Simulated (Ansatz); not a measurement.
Total energies of ReO3F from Ansatz at PBE0-D4/def2-TZVP, gas phase (1 Eh = 27.2114 eV = 2625.5 kJ/mol). The reference geometry is relaxed at PBE0-D4/def2-SVP.

```xyz
5

Re   -0.008   -0.001   -0.008
O    -0.917   -1.411    0.186
O    -1.056    1.320    0.087
O     0.677   -0.021   -1.552
F     1.305    0.113    1.287
```

```tsv
state	geometry	energy (Eh)
charge 0 singlet	reference	-403.75737
charge 1 doublet	reference	-403.29942
charge 1 doublet	relaxed at PBE0-D4/def2-SVP	-403.30847
free Re atom (sextet)	–	-78.16660
free O atom (triplet)	–	-75.01860
free F atom (doublet)	–	-99.67617
```

In the def2 sets Re takes a core potential; there is no spin–orbit coupling.

(1) Work out the vertical ionisation energy to the doublet.

(2) How much does the charge 1 doublet relax, and what is the adiabatic ionisation energy?

(3) What is the binding energy per atom against free atoms?

(1) E(charge 1 doublet) − E(charge 0 singlet) = -403.29942 − (-403.75737) = 0.45795 Eh = 12.46 eV. For comparison, −ε of the highest occupied level is 10.22 eV at this level, 2.24 eV less.

(2) Relaxation: -403.29942 − (-403.30847) = 0.00905 Eh = 0.25 eV. Adiabatic ionisation energy: 0.44890 Eh = 12.22 eV, without zero-point energy. 

(3) Atoms: 1 × (-78.16660) + 3 × (-75.01860) + 1 × (-99.67617) = -402.89857 Eh. Binding: -402.89857 − (-403.75737) = 0.85880 Eh = 23.37 eV, or 4.67 eV for each of 5 atoms (no zero-point energy, no counterpoise term).
